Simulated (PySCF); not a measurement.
## Solvent effects on NMR parameters

Structure with atom numbers: `[O:1]=[CH:2][O:3][C@@H:4]1[CH2:5][CH2:6][CH2:7][C:8]1=[O:9]`; H(Xn) means a hydrogen on atom n. Ha(C5), Ha(C6), Ha(C7) are cis to O3 on the ring; Hb(C5), Hb(C6), Hb(C7) are trans to O3 on the ring.

GIAO PBE0/pcSseg-1 in PySCF 2.14.0 with density-fitted response routines on one PBE0-D3(BJ)/def2-SVP conformer, non-relativistic, equivalent nuclei averaged. Solvents enter as an IEF-PCM continuum (chloroform with ε = 4.7, dichloromethane with ε = 8.9) around the gas-phase geometry. Shifts are referred to TMS computed in the same medium.

In chloroform, δ in ppm: C8 221.3, C2 166.8, C4 75.8, C7 38.4, C5 30.6, C6 19.8, H(C2) 8.12, H(C4) 5.44, Hb(C7) 2.37, Ha(C7) 2.27, Hb(C5) 2.24, Ha(C6) 2.03, Ha(C5) 1.90, Hb(C6) 1.86. Dipole moment 4.91 D.

Q: How does each δ change in the more polar medium?

A: 
```csv
atoms,environment,"Δδ, dichloromethane"
C8,ketone carbonyl carbon,+1.4
C2,ester carbonyl carbon,+0.7
C4,"sp3 CH bonded to O, α to a carbonyl",+0.3
C7,sp3 CH2 α to a carbonyl,+0.4
C5,sp3 CH2 in a ring,+0.1
C6,sp3 CH2 in a ring,+0.1
H(C2),hydrogen on an ester carbonyl carbon,+0.03
H(C4),"hydrogen on an sp3 CH bonded to O, α to a carbonyl",+0.02
Hb(C7),hydrogen on an sp3 CH2 α to a carbonyl,+0.02
Ha(C7),hydrogen on an sp3 CH2 α to a carbonyl,+0.03
Hb(C5),hydrogen on an sp3 CH2 in a ring,+0.02
Ha(C6),hydrogen on an sp3 CH2 in a ring,+0.02
Ha(C5),hydrogen on an sp3 CH2 in a ring,+0.02
Hb(C6),hydrogen on an sp3 CH2 in a ring,+0.03
```

Changes are relative to chloroform. The dipole moment becomes 5.07 D in dichloromethane.

Q: Which nuclei move most (in ppm), and what does the model miss?

A: C8 (ketone carbonyl carbon, +1.4 ppm) in dichloromethane. A continuum only polarises the solute; specific hydrogen bonds, the anisotropy of aromatic solvents and changes of geometry or conformer are outside it.
